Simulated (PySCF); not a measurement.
## Basis and Hamiltonian dependence of the excitation energy of Al

Al [Ne] 3s2 3p1 (2P) → Al [Ne] 3s2 3d1 (2D). Calculated with PySCF 2.14 from differences of total energies of unrestricted determinants, without spin-orbit coupling. Values in eV.

| basis | Hamiltonian | functions | UHF | LDA | PBE0 | MP2 (valence) | CCSD(T) (valence) | CCSD(T) (valence and next inner shell) |
| --- | --- | --- | --- | --- | --- | --- | --- | --- |
| aug-cc-pVDZ-DK | spin-free X2C | 27 | 4.958 | 4.523 | 4.635 | 4.960 | 4.338 | n/a |
| aug-cc-pV(D+d)Z | non-relativistic | 32 | 4.993 | 4.510 | 4.634 | 4.986 | 4.308 | n/a |
| aug-cc-pwCVDZ | non-relativistic | 36 | 4.948 | 4.498 | 4.606 | 4.950 | 4.310 | 4.351 |
| def2-TZVPPD | non-relativistic | 48 | 4.548 | 4.200 | 4.320 | 4.589 | 4.195 | 4.234 |
| aug-cc-pVTZ-DK | spin-free X2C | 50 | 4.403 | 4.125 | 4.236 | 4.416 | 4.132 | n/a |
| x2c-TZVPPall with one added diffuse shell each of s, p, d type | spin-free X2C | 51 | 4.434 | 4.130 | 4.247 | 4.492 | 4.172 | 4.204 |
| aug-cc-pV(T+d)Z | non-relativistic | 55 | 4.408 | 4.113 | 4.231 | 4.414 | 4.114 | n/a |
| aug-cc-pCVTZ-DK | spin-free X2C | 75 | 4.398 | 4.109 | 4.227 | 4.408 | n/a | n/a |
| aug-cc-pwCVTZ | non-relativistic | 75 | 4.406 | 4.109 | 4.230 | 4.413 | 4.113 | 4.158 |
| dyall-av3z | spin-free X2C | 84 | 4.382 | 4.114 | 4.228 | 4.402 | 4.130 | n/a |
| x2c-QZVPPall with one added diffuse shell each of s, p, d, f type | spin-free X2C | 86 | 4.334 | 4.076 | 4.192 | 4.373 | 4.108 | 4.140 |
| dyall-acv3z | non-relativistic | 113 | 4.386 | 4.100 | 4.220 | 4.400 | 4.110 | 4.160 |
| dyall-acv3z | spin-free X2C | 113 | 4.377 | 4.093 | 4.213 | 4.394 | n/a | n/a |
| aug-cc-pV(Q+d)Z with one added diffuse shell each of s, p, d, f, g type | non-relativistic | 114 | 4.032 | 3.940 | 4.058 | 4.164 | n/a | n/a |

Frozen in the all-electron rows: valence: [Ne]; valence and next inner shell: 1s2.

At UHF, aug-cc-pVDZ-DK, aug-cc-pV(D+d)Z, aug-cc-pwCVDZ, aug-cc-pV(Q+d)Z with one added diffuse shell each of s, p, d, f, g type lie more than 0.3 eV from the median of the rows with comparable relativity.

Reference for a calculation without spin-orbit coupling: 4.012 eV (measured, between term centres; NIST).
